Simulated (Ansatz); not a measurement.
Cd₁₂H₃₂Se₁₂. Total charge 0; singlet. Geometry PBE-D4/def2-SVP.

Cartesian coordinates in Å:
```
Cd 3.515 -0.727 2.324
Cd 1.960 3.956 3.895
Cd 0.139 5.363 -0.824
Cd 3.487 -4.351 -0.526
Cd 1.994 -0.080 -4.779
Cd 1.947 2.385 -1.047
Cd 0.112 -0.640 0.896
Cd -2.214 2.823 0.186
Cd -1.889 -0.510 -2.602
Cd -1.005 -4.126 0.501
Cd -4.308 2.010 -2.640
Cd -5.564 -1.720 0.870
Se 2.620 1.794 1.566
Se 3.918 -1.704 -0.221
Se 0.987 -2.547 2.301
Se 3.462 1.238 -2.862
Se -0.551 4.204 1.680
Se -2.070 3.970 -2.295
Se 3.548 -2.627 -3.884
Se 0.972 -3.922 -1.406
Se -0.274 -1.583 -4.375
Se -0.415 1.008 -0.858
Se -4.374 1.328 0.123
Se -2.704 -2.210 -0.583
H 4.328 -1.082 3.772
H 1.529 -0.264 5.188
H 1.201 2.840 4.923
H 2.795 5.167 3.058
H 0.008 7.041 -1.079
H 1.496 4.128 -1.261
H 4.446 -5.730 -0.327
H 2.322 0.355 -6.407
H -0.055 0.800 3.296
H -2.220 -0.818 2.427
H -1.507 -5.462 1.421
H -2.412 -3.234 3.601
H -5.630 2.794 -3.372
H -3.234 0.561 -3.178
H -6.372 -1.756 -0.617
H -4.939 -1.787 2.446
H 4.046 2.187 1.425
H 1.447 0.501 5.137
H 5.379 -1.834 0.014
H 0.198 -2.134 3.494
H 3.676 0.068 -1.951
H -1.503 5.272 2.081
H -0.351 1.374 2.874
H -3.016 5.083 -2.031
H 4.856 -2.199 -4.452
H 3.244 -3.409 -5.113
H 0.747 -5.321 -1.851
H 0.286 -2.491 -3.323
H -2.467 -0.214 2.015
H -5.340 2.387 0.514
H -3.042 -2.882 3.329
H -3.210 -3.270 -1.493
```

In the def2 sets Cd takes a core potential; there is no spin–orbit coupling. Single mean-field runs in def2-SVP, def2-TZVP are fitted with def2-universal-jkfit. In the singlet geometry the species has come apart into loosely held pieces. In the singlet, H26 and H42 lie 0.77 Å apart, H36 and H55 lie 0.77 Å apart, H33 and H47 lie 0.77 Å apart (atoms count from 1), so H2 has formed as a molecule.

(1) Estimate the orbital energies around the gap (eV) in Ansatz with PBE-D4/def2-SVP, PBE-D4/def2-TZVP, r2SCAN-D4/def2-SVP, PBE0-D4/def2-SVP, PBE0-D4/def2-TZVP.

## Answers

(1) 
```json
{"orbital": "HOMO−5", "PBE-D4/def2-SVP": "-6.22", "PBE-D4/def2-TZVP": "-6.26", "r2SCAN-D4/def2-SVP": "-6.51", "PBE0-D4/def2-SVP": "-7.32", "PBE0-D4/def2-TZVP": "-7.34"}
{"orbital": "HOMO−4", "PBE-D4/def2-SVP": "-6.17", "PBE-D4/def2-TZVP": "-6.23", "r2SCAN-D4/def2-SVP": "-6.44", "PBE0-D4/def2-SVP": "-7.28", "PBE0-D4/def2-TZVP": "-7.31"}
{"orbital": "HOMO−3", "PBE-D4/def2-SVP": "-6.16", "PBE-D4/def2-TZVP": "-6.20", "r2SCAN-D4/def2-SVP": "-6.44", "PBE0-D4/def2-SVP": "-7.25", "PBE0-D4/def2-TZVP": "-7.26"}
{"orbital": "HOMO−2", "PBE-D4/def2-SVP": "-6.13", "PBE-D4/def2-TZVP": "-6.16", "r2SCAN-D4/def2-SVP": "-6.40", "PBE0-D4/def2-SVP": "-7.20", "PBE0-D4/def2-TZVP": "-7.21"}
{"orbital": "HOMO−1", "PBE-D4/def2-SVP": "-6.01", "PBE-D4/def2-TZVP": "-6.02", "r2SCAN-D4/def2-SVP": "-6.31", "PBE0-D4/def2-SVP": "-7.08", "PBE0-D4/def2-TZVP": "-7.07"}
{"orbital": "HOMO", "PBE-D4/def2-SVP": "-6.01", "PBE-D4/def2-TZVP": "-6.02", "r2SCAN-D4/def2-SVP": "-6.29", "PBE0-D4/def2-SVP": "-7.06", "PBE0-D4/def2-TZVP": "-7.05"}
{"orbital": "LUMO", "PBE-D4/def2-SVP": "-3.40", "PBE-D4/def2-TZVP": "-3.42", "r2SCAN-D4/def2-SVP": "-3.33", "PBE0-D4/def2-SVP": "-2.72", "PBE0-D4/def2-TZVP": "-2.71"}
{"orbital": "LUMO+1", "PBE-D4/def2-SVP": "-2.83", "PBE-D4/def2-TZVP": "-2.86", "r2SCAN-D4/def2-SVP": "-2.66", "PBE0-D4/def2-SVP": "-2.12", "PBE0-D4/def2-TZVP": "-2.13"}
{"orbital": "LUMO+2", "PBE-D4/def2-SVP": "-2.67", "PBE-D4/def2-TZVP": "-2.69", "r2SCAN-D4/def2-SVP": "-2.57", "PBE0-D4/def2-SVP": "-2.00", "PBE0-D4/def2-TZVP": "-2.00"}
{"orbital": "LUMO+3", "PBE-D4/def2-SVP": "-2.47", "PBE-D4/def2-TZVP": "-2.52", "r2SCAN-D4/def2-SVP": "-2.32", "PBE0-D4/def2-SVP": "-1.74", "PBE0-D4/def2-TZVP": "-1.76"}
{"orbital": "LUMO+4", "PBE-D4/def2-SVP": "-2.43", "PBE-D4/def2-TZVP": "-2.46", "r2SCAN-D4/def2-SVP": "-2.30", "PBE0-D4/def2-SVP": "-1.73", "PBE0-D4/def2-TZVP": "-1.74"}
{"orbital": "LUMO+5", "PBE-D4/def2-SVP": "-2.37", "PBE-D4/def2-TZVP": "-2.39", "r2SCAN-D4/def2-SVP": "-2.20", "PBE0-D4/def2-SVP": "-1.71", "PBE0-D4/def2-TZVP": "-1.72"}
```
